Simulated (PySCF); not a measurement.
# SMILES ClC[C@H]1CC[C@@H]1Br, C5H8BrCl

Geometry:
```tsv
atom	x (Å)	y (Å)	z (Å)
Cl1	1.728	-1.965	-0.131
C2	0.947	-0.879	-1.318
C3	-0.034	0.065	-0.653
C4	-1.108	-0.516	0.286
C5	-0.807	0.602	1.297
C6	0.477	0.905	0.523
Br7	0.864	2.780	0.138
H8	0.439	-1.518	-2.040
H9	1.747	-0.325	-1.810
H10	-0.476	0.691	-1.431
H11	-2.119	-0.547	-0.111
H12	-0.834	-1.500	0.659
H13	-1.529	1.415	1.250
H14	-0.673	0.303	2.334
H15	1.374	0.497	0.985
```

Computed, not measured: PySCF, TDDFT wB97X-D/def2-SVPD circular dichroism and optical rotation, one conformer, gas phase. Geometry: GFN2-xTB.

The molecule is flexible and this is one conformer; a measurement averages over conformers. The calculation is non-relativistic, which matters for the atoms heavier than Zn.

Stereocentres: C3 R, C6 S.

(1) Give the optical rotatory dispersion at 633, 589.3, 546, 436, 405, 365, 355 nm.

(2) And for the mirror image at 589.3 nm?

(3) What is the molar rotation [Φ] = [α]·M/100 of the geometry above at 589.3 nm?

## Answers

(1) [α] in deg dm⁻¹ (g/mL)⁻¹:
| λ (nm) | origin-invariant length gauge | modified velocity gauge | length gauge (centre of mass) | isotropic polarisability (au) |
| --- | --- | --- | --- | --- |
| 633 | +79.8 | +90.7 | +75.2 | 93.7 |
| 589.3 | +93.1 | +105.8 | +87.8 | 94.0 |
| 546 | +109.9 | +125.0 | +103.7 | 94.4 |
| 436 | +182.2 | +207.2 | +172.1 | 96.1 |
| 405 | +216.5 | +246.3 | +204.6 | 96.8 |
| 365 | +278.2 | +316.6 | +263.1 | 98.1 |
| 355 | +298.0 | +339.1 | +281.9 | 98.5 |

(2) -93.1 deg dm⁻¹ (g/mL)⁻¹ (origin-invariant length gauge): the same size and the opposite sign.

(3) With M = 183.47 g/mol, +170.8 deg cm² dmol⁻¹ (origin-invariant length gauge).

The first excitation lies at 6.15 eV (202 nm) with R = +0.8 × 10⁻⁴⁰ esu² cm² (velocity form).
